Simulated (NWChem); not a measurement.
The numbers come from NWChem runs, not from measurements. System: ClFGe, charge 0, spin multiplicity 1, at a geometry optimised with PBE0/def2-SVP. The structure started from a generated list of species. Level: G0W0@PBE0/def2-TZVPD, RI basis def2-tzvpd-rifit.

Output (cleaned and shortened):

```
             Northwest Computational Chemistry Package (NWChem) 7.3.0
             --------------------------------------------------------

                                NWChem Input Module
                                -------------------

 Scaling coordinates for geometry "geometry" by  1.889725989
 (inverse scale =  0.529177249)

 Turning off AUTOSYM since
 SYMMETRY directive was detected!

                             Geometry "geometry" -> ""
                             -------------------------

 Output coordinates in angstroms (scale by  1.889725989 to convert to a.u.)

  No.       Tag          Charge          X              Y              Z
 ---- ---------------- ---------- -------------- -------------- --------------
    1 Ge                  32.0000    -0.58479300    -0.30177500     0.00000000
    2 F                    9.0000     0.60073500    -1.58904500     0.00000000
    3 Cl                  17.0000     0.78275000     1.40930600     0.00000000

 Effective nuclear repulsion energy (a.u.)     245.4630912210

            Nuclear Dipole moment (a.u.)
            ----------------------------
        X                 Y               Z
 ---------------- ---------------- ----------------
    -0.0000207870    -0.0000056692     0.0000000000

      Symmetry information
      --------------------

 Group name             Cs
 Group number              2
 Group order               2
 No. of unique centers     3

      Symmetry unique atoms

     1    2    3


 Summary of "ao basis" -> "" (spherical)
 ------------------------------------------------------------------------------
       Tag                 Description            Shells   Functions and Types
 ---------------- ------------------------------  ------  ---------------------
 *                         def2-tzvpd                 on all atoms

 new library libraries.bse/

 Summary of "ri basis" -> "" (spherical)
 ------------------------------------------------------------------------------
       Tag                 Description            Shells   Functions and Types
 ---------------- ------------------------------  ------  ---------------------
 *                      def2-tzvpd-rifit              on all atoms

                                 NWChem DFT Module
                                 -----------------

 Summary of "ao basis" -> "ao basis" (spherical)
 ------------------------------------------------------------------------------
       Tag                 Description            Shells   Functions and Types
 ---------------- ------------------------------  ------  ---------------------
 Ge                        def2-tzvpd               18       54   7s5p5d1f
 F                         def2-tzvpd               14       40   6s4p3d1f
 Cl                        def2-tzvpd               16       46   6s6p3d1f

 Summary of "ao basis" -> "ao basis" (spherical)
 ------------------------------------------------------------------------------
       Tag                 Description            Shells   Functions and Types
 ---------------- ------------------------------  ------  ---------------------
 Ge                        def2-tzvpd               18       54   7s5p5d1f
 F                         def2-tzvpd               14       40   6s4p3d1f
 Cl                        def2-tzvpd               16       46   6s6p3d1f

      Symmetry analysis of basis
      --------------------------

        a'         94
        a"         46

            General Information
            -------------------
          SCF calculation type: DFT
          Wavefunction type:  closed shell.
          No. of atoms     :     3
          No. of electrons :    58
           Alpha electrons :    29
            Beta electrons :    29
          Charge           :     0
          Spin multiplicity:     1
          Use of symmetry is: on ; symmetry adaption is: on
          Maximum number of iterations: 100
          This is a Direct SCF calculation.
          AO basis - number of functions:   140
                     number of shells:    48
          Convergence on energy requested:  1.00D-06
          Convergence on density requested:  1.00D-05
          Convergence on gradient requested:  5.00D-04
[...]
   112      0.523678  3 Cl pz               115      0.324473  3 Cl pz
   109      0.238340  3 Cl pz               103     -0.197934  3 Cl pz
    19      0.099588  1 Ge pz               106     -0.091974  3 Cl pz
    63     -0.085208  2 F  pz                66     -0.070486  2 F  pz
    22      0.069722  1 Ge pz                69     -0.049210  2 F  pz

 Vector   28  Occ=2.000000D+00  E=-3.469683D-01  Symmetry=a'
              MO Center=  6.4D-01,  1.2D+00,  3.4D-15, r^2= 1.9D+00
   Bfn.  Coefficient  Atom+Function         Bfn.  Coefficient  Atom+Function
  ----- ------------  ---------------      ----- ------------  ---------------
   111      0.425877  3 Cl py               110     -0.302274  3 Cl px
   114      0.257957  3 Cl py               108      0.194984  3 Cl py
   113     -0.188821  3 Cl px               102     -0.160926  3 Cl py
   107     -0.137141  3 Cl px               101      0.113807  3 Cl px
    62      0.111635  2 F  py                 6      0.095516  1 Ge s

 Vector   29  Occ=2.000000D+00  E=-3.126898D-01  Symmetry=a'
              MO Center= -2.8D-01,  1.2D-01, -5.3D-16, r^2= 3.4D+00
   Bfn.  Coefficient  Atom+Function         Bfn.  Coefficient  Atom+Function
  ----- ------------  ---------------      ----- ------------  ---------------
     6      0.418715  1 Ge s                  5      0.395032  1 Ge s
   110      0.329497  3 Cl px                17     -0.264784  1 Ge px
   113      0.220542  3 Cl px                 4     -0.183357  1 Ge s
    61      0.176209  2 F  px                20     -0.163953  1 Ge px
   107      0.153698  3 Cl px                64      0.145779  2 F  px

 Vector   30  Occ=0.000000D+00  E=-1.075239D-01  Symmetry=a"
              MO Center= -5.8D-01, -1.9D-01, -3.7D-15, r^2= 3.0D+00
   Bfn.  Coefficient  Atom+Function         Bfn.  Coefficient  Atom+Function
  ----- ------------  ---------------      ----- ------------  ---------------
    22      0.593650  1 Ge pz                19      0.501189  1 Ge pz
    13     -0.210887  1 Ge pz               112     -0.166585  3 Cl pz
   115     -0.165229  3 Cl pz                63     -0.134966  2 F  pz
    69     -0.113244  2 F  pz                66     -0.108034  2 F  pz
   109     -0.083156  3 Cl pz                10      0.081028  1 Ge pz

 Vector   31  Occ=0.000000D+00  E=-1.616089D-02  Symmetry=a'
              MO Center= -7.6D-01, -3.3D-01, -4.9D-14, r^2= 5.5D+00
   Bfn.  Coefficient  Atom+Function         Bfn.  Coefficient  Atom+Function
  ----- ------------  ---------------      ----- ------------  ---------------
    21      0.537963  1 Ge py                 7     -0.443705  1 Ge s
    18      0.391334  1 Ge py               100      0.386564  3 Cl s
    43     -0.323672  1 Ge d -2              99     -0.208583  3 Cl s
    71      0.198600  2 F  py               117      0.189975  3 Cl py
   110      0.181560  3 Cl px               113      0.165465  3 Cl px

 Vector   32  Occ=0.000000D+00  E=-1.652350D-03  Symmetry=a'
              MO Center= -4.6D-01,  6.9D-02,  2.2D-14, r^2= 6.5D+00
   Bfn.  Coefficient  Atom+Function         Bfn.  Coefficient  Atom+Function
  ----- ------------  ---------------      ----- ------------  ---------------
     6      0.704013  1 Ge s                 20      0.551816  1 Ge px
   116      0.371609  3 Cl px                17      0.331713  1 Ge px
    47     -0.301908  1 Ge d  2              70      0.275154  2 F  px
     5      0.246066  1 Ge s                 45      0.239733  1 Ge d  0
    99     -0.233429  3 Cl s                 59     -0.218680  2 F  s

 center of mass
 --------------
 x =  -0.06566784 y =  -0.04750994 z =   0.00000000

 moments of inertia (a.u.)
 ------------------
         443.084880842695        -119.178071067364           0.000000000000
        -119.178071067364         190.720220153382           0.000000000000
           0.000000000000           0.000000000000         633.805100996077

     Multipole analysis of the density
     ---------------------------------

     L   x y z        total         alpha         beta         nuclear
     -   - - -        -----         -----         ----         -------
     0   0 0 0     -0.000000    -29.000000    -29.000000     58.000000

     1   1 0 0     -0.897915     -0.448947     -0.448947     -0.000021
     1   0 1 0     -0.014766     -0.007380     -0.007380     -0.000006
     1   0 0 1     -0.000000     -0.000000     -0.000000      0.000000

     2   2 0 0    -26.034109    -56.954095    -56.954095     87.874082
     2   1 1 0      0.921622    -27.766947    -27.766947     56.455517
     2   1 0 1     -0.000000     -0.000000     -0.000000      0.000000
     2   0 2 0    -28.570271   -120.353235   -120.353235    212.136200
     2   0 1 1      0.000000      0.000000      0.000000      0.000000
     2   0 0 2    -23.680716    -11.840358    -11.840358      0.000000

 Task  times  cpu:       45.1s     wall:       45.1s

                                NWChem Input Module
                                -------------------

                                 NWChem GW Module
                                 ----------------

                             ***********************
                             ***        GW       ***
                             ***********************

 Summary of "ri basis" -> "ri basis" (spherical)
 ------------------------------------------------------------------------------
       Tag                 Description            Shells   Functions and Types
 ---------------- ------------------------------  ------  ---------------------
 Ge                     def2-tzvpd-rifit            41      175   11s10p9d6f4g1h
 F                      def2-tzvpd-rifit            26       92   9s7p5d4f1g
 Cl                     def2-tzvpd-rifit            33      129   10s8p7d6f2g

                 Memory Information
                 ------------------
          Available GA per process is          1699.9 MBs
          Available stack per process is        700.0 MBs
          Available heap per process is           0.1 MBs

          Peak memory in Initialization
              Peak GA per process is                 14.4 MBs
              Peak stack per process is               0.2 MBs
              Peak heap per process is               15.1 MBs
              Memory not in MA per process            0.0 MBs

          Peak memory in AFF Calculation
              Peak GA per process is                101.7 MBs
              Peak stack per process is              79.1 MBs
              Peak heap per process is                0.0 MBs
              Memory not in MA per process           79.1 MBs

          Computing 2-center integrals
          Computing Inverse Cholesky factor
          Computing 3-center integrals
          Computing V_xc ...

          Computing Sigma_x
          Computing RPA polarizability
          Solving quasiparticle equations

                  Alpha Orbitals
          State     Energy (eV)     Error (eV)
          -----------------------------------
@GW        26        -13.772           0.005
@GW        27        -11.580           0.004
@GW        28        -11.459           0.005
@GW        29        -10.512           0.004
@GW        30         -0.764           0.005
@GW        31          1.445           0.004

   Applying  -2.0034 eV scissor-shift to rest of particle states

   Applying   2.1614 eV scissor-shift to rest of hole states

     GW Timing Statistics
   ------------------------
   Init.   :          0.2s
     ERIs  :          2.6s
     Distr.:          0.0s
     Vxc   :          4.6s
   Sigma_x :          0.0s
   RPA     :          6.8s
   Wmn     :          0.1s
   Sigma_c :          0.0s
   GW total:         14.4s

 Task  times  cpu:       14.4s     wall:       14.4s

 Total times  cpu:       59.6s     wall:       59.6s
```

Question: Write an NWChem input that would produce this output.

Answer: One answer among several that fit: 
```
start mol
memory heap 200 mb stack 700 mb global 1700 mb
geometry units angstroms nocenter noautoz
  Ge    -0.584793    -0.301775     0.000000
  F      0.600735    -1.589045     0.000000
  Cl     0.782750     1.409306     0.000000
  symmetry group Cs
end
basis spherical
  * library def2-tzvpd
end
basis "ri basis" bse spherical
  * library def2-tzvpd-rifit
end
dft
  xc pbe0
  iterations 100
  direct
  tolerances tight
end
task dft energy
gw
  states alpha occ 4 vir 2
end
task dft gw
```
